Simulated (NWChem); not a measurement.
System: C₄H₄N anion

The following NWChem deck was run.

```
start job
memory heap 200 mb stack 900 mb global 1100 mb
charge -1
geometry units angstroms noautoz
  C      0.272598     1.120481     0.282347
  C      1.144326     0.097385    -0.134987
  N      0.484136    -1.068038    -0.374983
  C     -0.824547    -0.802625    -0.113351
  C     -1.020501     0.529066     0.296684
  H      0.536700     2.149544     0.539018
  H      2.228963     0.165199    -0.268598
  H     -1.588441    -1.578704    -0.226428
  H     -1.966058     1.005173     0.567762
end
basis spherical
  * library def2-svp
end
dft
  xc m06-2x
  grid xcoarse
  iterations 150
  mulliken
end
task dft gradient
```

Parts of the log:

```
             Northwest Computational Chemistry Package (NWChem) 7.3.0
             --------------------------------------------------------

 CS  symmetry detected

                             Geometry "geometry" -> ""
                             -------------------------

 Output coordinates in angstroms (scale by  1.889725989 to convert to a.u.)

  No.       Tag          Charge          X              Y              Z
 ---- ---------------- ---------- -------------- -------------- --------------
    1 C                    6.0000     0.71229545     0.95213336     0.00000000
    2 C                    6.0000     1.08193001    -0.40586998     0.00000000
    3 N                    7.0000    -0.00177453    -1.22881839     0.00000000
    4 C                    6.0000    -1.08300345    -0.40268859     0.00000000
    5 C                    6.0000    -0.70970273     0.95398896     0.00000000
    6 H                    1.0000     1.37899143     1.81822598     0.00000000
    7 H                    1.0000     2.09726493    -0.81572605     0.00000000
    8 H                    1.0000    -2.09981708    -0.80853149     0.00000000
    9 H                    1.0000    -1.37313327     1.82237773     0.00000000

 Effective nuclear repulsion energy (a.u.)     150.7610886024

      Symmetry information
      --------------------

 Group name             Cs
 Group number              2
 Group order               2
 No. of unique centers     9

                                 NWChem DFT Module
                                 -----------------

 Summary of "ao basis" -> "ao basis" (spherical)
 ------------------------------------------------------------------------------
       Tag                 Description            Shells   Functions and Types
 ---------------- ------------------------------  ------  ---------------------
 C                          def2-svp                 6       14   3s2p1d
 N                          def2-svp                 6       14   3s2p1d
 H                          def2-svp                 3        5   2s1p

      Symmetry analysis of basis
      --------------------------

        a'         66
        a"         24

            General Information
            -------------------
          SCF calculation type: DFT
          Wavefunction type:  closed shell.
          No. of atoms     :     9
          No. of electrons :    36
           Alpha electrons :    18
            Beta electrons :    18
          Charge           :    -1
          Spin multiplicity:     1
          Use of symmetry is: on ; symmetry adaption is: on
          Maximum number of iterations: 150
          AO basis - number of functions:    90
                     number of shells:    42
          Convergence on energy requested:  1.00D-06
          Convergence on density requested:  1.00D-05
          Convergence on gradient requested:  5.00D-04

              XC Information
              --------------
                       M06-2X Method XC Functional
                     Hartree-Fock (Exact) Exchange  0.540
                        M06-2X Exchange Functional  1.000
                      M06-2X Correlation Potential  1.000

             Grid Information
             ----------------
          Grid used for XC integration:  xcoarse
          Radial quadrature: Mura-Knowles
          Angular quadrature: Lebedev.
          Tag              B.-S. Rad. Rad. Pts. Rad. Cut. Ang. Pts.
          ---              ---------- --------- --------- ---------
          C                   0.70       21           9.0       194
          N                   0.65       21           9.0       194
          H                   0.35       21          11.0       194
          Grid pruning is: on
          Number of quadrature shells:   189
          Spatial weights used:  Erf1

      Superposition of Atomic Density Guess
      -------------------------------------

 Sum of atomic energies:        -206.74053975

 Renormalizing density from      35.00 to     36

      Non-variational initial energy
      ------------------------------

 Total energy =    -213.956561
 1-e energy   =    -592.419246
 2-e energy   =     227.701597
 HOMO         =       0.088973
 LUMO         =       0.351306

      Symmetry analysis of molecular orbitals - initial
      -------------------------------------------------

  Numbering of irreducible representations:

     1 a'          2 a"

  Orbital symmetries:

     1 a'          2 a'          3 a'          4 a'          5 a'
     6 a'          7 a'          8 a'          9 a'         10 a'
    11 a'         12 a"         13 a'         14 a'         15 a'
    16 a'         17 a"         18 a"         19 a'         20 a"
    21 a'         22 a'         23 a"         24 a'         25 a'
    26 a'         27 a'         28 a'

     ---------------------------------------------
      Total Density - Mulliken Population Analysis
     ---------------------------------------------

    Atom       Charge   Shell Charges
 -----------   ------   -------------------------------------------------------
    1 C    6     6.16   1.99  0.91  0.34  1.84  1.05  0.03
    2 C    6     5.88   1.99  0.89  0.29  1.74  0.93  0.05
    3 N    7     7.55   1.99  1.01  0.61  2.21  1.71  0.02
    4 C    6     5.88   1.99  0.89  0.29  1.74  0.93  0.05
    5 C    6     6.16   1.99  0.91  0.34  1.84  1.05  0.03
    6 H    1     1.08   0.71  0.34  0.03
    7 H    1     1.10   0.72  0.35  0.02
    8 H    1     1.10   0.72  0.35  0.02
    9 H    1     1.08   0.71  0.34  0.03

   convergence    iter        energy       DeltaE   RMS-Dens  Diis-err
 ---------------- ----- ----------------- --------- --------- ---------
 d= 0,ls=0.0,diis     1   -209.2278812512 -3.60D+02  1.14D-02  6.78D-01
 d= 0,ls=0.0,diis     2   -209.2824695223 -5.46D-02  5.15D-03  3.84D-01
 d= 0,ls=0.0,diis     3   -209.3299248660 -4.75D-02  1.02D-03  7.27D-03
 d= 0,ls=0.0,diis     4   -209.3304242553 -4.99D-04  5.04D-04  2.06D-03
 d= 0,ls=0.0,diis     5   -209.3306316074 -2.07D-04  2.07D-04  1.60D-04
  Resetting Diis
 d= 0,ls=0.0,diis     6   -209.3306547376 -2.31D-05  6.42D-05  2.62D-05
 d= 0,ls=0.0,diis     7   -209.3306581353 -3.40D-06  2.88D-05  4.01D-06
 d= 0,ls=0.0,diis     8   -209.3306581968 -6.15D-08  1.61D-05  4.14D-06
 d= 0,ls=0.0,diis     9   -209.3306587179 -5.21D-07  4.45D-06  6.71D-08

         Total DFT energy =     -209.330658717887
      One electron energy =     -588.370800003330
           Coulomb energy =      258.478151121905
    Exchange-Corr. energy =      -30.199098438827
 Nuclear repulsion energy =      150.761088602365

 Numeric. integr. density =       35.996855258387

                  Occupations of the irreducible representations
                  ----------------------------------------------

                     irrep           alpha         beta
                     --------     --------     --------
                     a'               15.0         15.0
                     a"                3.0          3.0

                       DFT Final Molecular Orbital Analysis
                       ------------------------------------

 Vector   16  Occ=2.000000D+00  E=-1.010893D-01  Symmetry=a'
              MO Center= -1.5D-03, -1.1D+00, -9.6D-17, r^2= 1.8D+00
   Bfn.  Coefficient  Atom+Function         Bfn.  Coefficient  Atom+Function
  ----- ------------  ---------------      ----- ------------  ---------------
    33      0.501806  3 N  py                36     -0.383402  3 N  py
    31      0.248132  3 N  s                 30      0.182047  3 N  s
    19      0.170873  2 C  py                47      0.171010  4 C  py
     5     -0.149545  1 C  py                61     -0.149299  5 C  py
     3      0.143241  1 C  s                 59      0.143339  5 C  s

 Vector   17  Occ=2.000000D+00  E=-5.414930D-02  Symmetry=a"
              MO Center= -7.9D-06,  1.5D-01,  4.1D-16, r^2= 2.5D+00
   Bfn.  Coefficient  Atom+Function         Bfn.  Coefficient  Atom+Function
  ----- ------------  ---------------      ----- ------------  ---------------
    34      0.362575  3 N  pz                 6      0.317427  1 C  pz
    62      0.317719  5 C  pz                37     -0.294166  3 N  pz
     9      0.272375  1 C  pz                65      0.272650  5 C  pz
    23     -0.094130  2 C  pz                51     -0.093726  4 C  pz
    20     -0.074173  2 C  pz                48     -0.073643  4 C  pz

 Vector   18  Occ=2.000000D+00  E=-3.251057D-02  Symmetry=a"
              MO Center=  4.4D-04, -1.1D-02,  2.5D-16, r^2= 2.6D+00
   Bfn.  Coefficient  Atom+Function         Bfn.  Coefficient  Atom+Function
  ----- ------------  ---------------      ----- ------------  ---------------
    20      0.355328  2 C  pz                48     -0.355386  4 C  pz
    23      0.306397  2 C  pz                51     -0.306473  4 C  pz
     6      0.222315  1 C  pz                62     -0.221811  5 C  pz
     9      0.201853  1 C  pz                65     -0.201380  5 C  pz

 Vector   19  Occ=0.000000D+00  E= 3.016585D-01  Symmetry=a'
              MO Center=  1.7D-03,  1.1D+00, -1.0D-16, r^2= 8.2D+00
   Bfn.  Coefficient  Atom+Function         Bfn.  Coefficient  Atom+Function
  ----- ------------  ---------------      ----- ------------  ---------------
    72      1.289624  6 H  s                 87      1.289835  9 H  s
     3     -0.905657  1 C  s                 59     -0.905747  5 C  s
    77      0.881201  7 H  s                 82      0.881456  8 H  s
    17     -0.660599  2 C  s                 45     -0.661395  4 C  s
     8     -0.403736  1 C  py                64     -0.405438  5 C  py

 Vector   20  Occ=0.000000D+00  E= 3.280231D-01  Symmetry=a"
              MO Center=  4.8D-03,  5.6D-01, -4.6D-15, r^2= 3.0D+00
   Bfn.  Coefficient  Atom+Function         Bfn.  Coefficient  Atom+Function
  ----- ------------  ---------------      ----- ------------  ---------------
     9      0.755522  1 C  pz                65     -0.753965  5 C  pz
    23     -0.477710  2 C  pz                51      0.474198  4 C  pz
     6      0.351636  1 C  pz                62     -0.350831  5 C  pz
    20     -0.234412  2 C  pz                48      0.232399  4 C  pz

 Vector   21  Occ=0.000000D+00  E= 3.316025D-01  Symmetry=a'
              MO Center=  9.2D-04,  8.7D-01,  5.5D-15, r^2= 9.4D+00
   Bfn.  Coefficient  Atom+Function         Bfn.  Coefficient  Atom+Function
  ----- ------------  ---------------      ----- ------------  ---------------
    72      1.418770  6 H  s                 87     -1.418165  9 H  s
    77      1.171136  7 H  s                 82     -1.172411  8 H  s
    17     -0.918709  2 C  s                 45      0.920472  4 C  s
     3     -0.855414  1 C  s                 59      0.853764  5 C  s
     8     -0.772689  1 C  py                64      0.774135  5 C  py

     ---------------------------------------------
      Total Density - Mulliken Population Analysis
     ---------------------------------------------

    Atom       Charge   Shell Charges
 -----------   ------   -------------------------------------------------------
    1 C    6     6.12   1.99  0.88  0.29  2.08  0.85  0.03
    2 C    6     6.06   1.99  0.89  0.27  2.06  0.81  0.05
    3 N    7     7.29   1.99  1.01  0.53  2.35  1.39  0.03
    4 C    6     6.06   1.99  0.89  0.27  2.06  0.81  0.05
    5 C    6     6.12   1.99  0.88  0.29  2.08  0.85  0.03
    6 H    1     1.09   0.76  0.30  0.02
    7 H    1     1.09   0.77  0.30  0.02
    8 H    1     1.09   0.77  0.30  0.02
    9 H    1     1.09   0.76  0.30  0.02

     -------------------------------------------
      Total Density - Lowdin Population Analysis
     -------------------------------------------

    Atom       Charge   Shell Charges
 -----------   ------   -------------------------------------------------------
    1 C    6     6.19   1.97  0.60  0.31  1.92  1.32  0.09
    2 C    6     6.14   1.97  0.60  0.31  1.90  1.25  0.12
    3 N    7     7.23   1.97  0.78  0.50  2.21  1.71  0.06
    4 C    6     6.14   1.97  0.60  0.31  1.90  1.25  0.12
    5 C    6     6.19   1.97  0.60  0.31  1.92  1.32  0.09
    6 H    1     1.02   0.64  0.31  0.07
    7 H    1     1.03   0.65  0.31  0.07
    8 H    1     1.03   0.65  0.31  0.07
    9 H    1     1.02   0.64  0.31  0.07

     Multipole analysis of the density
     ---------------------------------

     L   x y z        total         alpha         beta         nuclear
     -   - - -        -----         -----         ----         -------
     0   0 0 0     -1.000000    -18.000000    -18.000000     35.000000

     1   1 0 0      0.000720      0.000360      0.000360     -0.000000
     1   0 1 0      0.596154      0.298077      0.298077      0.000000
     1   0 0 1     -0.000000     -0.000000     -0.000000      0.000000

     2   2 0 0    -25.659330    -71.255771    -71.255771    116.852213
     2   1 1 0     -0.006372      0.003884      0.003884     -0.014139
     2   1 0 1      0.000000      0.000000      0.000000      0.000000
     2   0 2 0    -29.292862    -70.671697    -70.671697    112.050532
     2   0 1 1     -0.000000     -0.000000     -0.000000      0.000000
     2   0 0 2    -26.423694    -13.211847    -13.211847      0.000000

            General Information
            -------------------
          SCF calculation type: DFT
          Wavefunction type:  closed shell.
          No. of atoms     :     9
          No. of electrons :    36
           Alpha electrons :    18
            Beta electrons :    18
          Charge           :    -1
          Spin multiplicity:     1
          Use of symmetry is: on ; symmetry adaption is: on
          Maximum number of iterations: 150
          AO basis - number of functions:    90
                     number of shells:    42
          Convergence on energy requested:  1.00D-06
          Convergence on density requested:  1.00D-05
          Convergence on gradient requested:  5.00D-04

              XC Information
              --------------
                       M06-2X Method XC Functional
                     Hartree-Fock (Exact) Exchange  0.540
                        M06-2X Exchange Functional  1.000
                      M06-2X Correlation Potential  1.000

             Grid Information
             ----------------
          Grid used for XC integration:  xcoarse
          Radial quadrature: Mura-Knowles
          Angular quadrature: Lebedev.
          Tag              B.-S. Rad. Rad. Pts. Rad. Cut. Ang. Pts.
          ---              ---------- --------- --------- ---------
          C                   0.70       21           9.0       194
          N                   0.65       21           9.0       194
          H                   0.35       21          11.0       194
          Grid pruning is: on
          Number of quadrature shells:   189
          Spatial weights used:  Erf1

[...]

                         DFT ENERGY GRADIENTS

    atom               coordinates                        gradient
                 x          y          z           x          y          z
   1 C       1.346043   1.799271   0.000000    0.004253   0.002923   0.000000
   2 C       2.044551  -0.766983   0.000000    0.011913   0.000835   0.000000
   3 N      -0.003353  -2.322130   0.000000   -0.000026  -0.009103   0.000000
   4 C      -2.046580  -0.760971   0.000000   -0.011778   0.000926   0.000000
   5 C      -1.341144   1.802778   0.000000   -0.004548   0.002666   0.000000
   6 H       2.605916   3.435949   0.000000    0.000723   0.000593   0.000000
   7 H       3.963256  -1.541499   0.000000   -0.000040   0.000233   0.000000
   8 H      -3.968079  -1.527903   0.000000    0.000084   0.000374   0.000000
   9 H      -2.594846   3.443795   0.000000   -0.000583   0.000552   0.000000
```

Level: M06-2X/def2-SVP. Sets without diffuse functions describe the anion's extra electron poorly. The geometry was optimised at B3LYP/def2-SVPD. Not confirmed as a minimum by frequencies.
